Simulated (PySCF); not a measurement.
These are CAM-B3LYP-D3(BJ)/def2-TZVP (PySCF 2.14.0) values and carry that method's errors. Isolated molecules, 0 K electronic values unless said otherwise. Delta-SCF ions had no search for a lower state. 

Reference species (SMILES): `C=[SiH2]` (neutral, multiplicity 1).

```json
{
  "vertical ionisation energy (Delta-SCF)": "8.79 eV",
  "adiabatic ionisation energy (no zero-point term)": "8.63 eV"
}
```

Changed species: `[NH2][AlH2]`.

### Question
Predict the effect on the vertical ionisation energy (Delta-SCF) and adiabatic ionisation energy (no zero-point term).

### Answer
the vertical ionisation energy (Delta-SCF) increases by 1.37 eV, to 10.16 eV; the adiabatic ionisation energy (no zero-point term) rises by 0.93 eV, to 9.56 eV.
